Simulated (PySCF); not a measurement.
# Nuclear quadrupole coupling in `C[C@]1(C#N)C=CCC1`

Compound: C₇H₉N.
Numbering: `[CH3:1][C@:2]1([C:3]#[N:4])[CH:5]=[CH:6][CH2:7][CH2:8]1` (hydrogens: H9, H10, H11 on C1; H12 on C5; H13 on C6; H14, H15 on C7; H16, H17 on C8)

Cartesian coordinates in Å at the GFN2-xTB level; atoms count from 1:
```
atom  x, y, z in Å
C1    -1.871   -0.283   -0.602
C2    -0.593    0.202    0.087
C3    -0.949    1.077    1.186
N4    -1.215    1.768    2.057
C5     0.331    0.968   -0.836
C6     1.589    0.589   -0.696
C7     1.750   -0.492    0.329
C8     0.307   -0.948    0.602
H9    -2.467    0.564   -0.937
H10   -1.615   -0.894   -1.465
H11   -2.471   -0.876    0.086
H12   -0.049    1.737   -1.484
H13    2.434    0.996   -1.224
H14    2.381   -1.307   -0.028
H15    2.216   -0.080    1.228
H16    0.085   -1.849    0.030
H17    0.131   -1.159    1.656
```

Field gradients from the B3LYP/pcJ-1 density (PySCF, non-relativistic), principal values in atomic units, ordered |Vxx| ≤ |Vyy| ≤ |Vzz|:

| atom | Vxx | Vyy | Vzz |
| --- | --- | --- | --- |
| N4 | 0.4644 | 0.4923 | -0.9567 |

Problem. Find the asymmetry η = (Vxx − Vyy)/Vzz and the couplings χ = eQV/h (234.96 MHz × Q in barn × V in au), with Q(14N) = 0.02044 b.

Solution. 
| atom | environment | nucleus | η | χzz (MHz) | χxx (MHz) | χyy (MHz) |
| --- | --- | --- | --- | --- | --- | --- |
| N4 | nitrile nitrogen | 14N | 0.03 | -4.595 | 2.230 | 2.364 |

The gradient is axial or nearly so (η below 0.05) at N4. The tensor is traceless: Vxx + Vyy + Vzz = 0.

Problem. What is Vzz at N4 in SI units (1 au = 9.71736 × 10²¹ V/m²)?

Solution. -0.9567 au = -9.297 × 10²¹ V/m².

Problem. What couplings would deuterons (Q(2H) = 0.00286 b) have in place of the hydrogens, at this geometry?

Solution. 
| atom | bonded to | bond length (Å) | Vzz (au) | η | χzz (kHz) |
| --- | --- | --- | --- | --- | --- |
| H9 | C1 | 1.088 | 0.2990 | 0.04 | 201 |
| H10 | C1 | 1.088 | 0.3005 | 0.04 | 202 |
| H11 | C1 | 1.088 | 0.2997 | 0.04 | 201 |
| H12 | C5 | 1.076 | 0.3265 | 0.06 | 219 |
| H13 | C6 | 1.076 | 0.3255 | 0.04 | 219 |
| H14 | C7 | 1.091 | 0.2961 | 0.03 | 199 |
| H15 | C7 | 1.094 | 0.2898 | 0.02 | 195 |
| H16 | C8 | 1.091 | 0.2925 | 0.04 | 197 |
| H17 | C8 | 1.089 | 0.2937 | 0.03 | 197 |

Geometry: GFN2-xTB, one conformer, isolated molecule. GFN2-xTB bond lengths can be off by several hundredths of an ångström, more for odd bonds, and the gradients follow them. These gradients aren't converged with respect to the basis.

These values come from a run that also computed spin–spin couplings. Hardware: one thread, Arm Neoverse N1, shared host. Cost: 2.7 min of wall time.
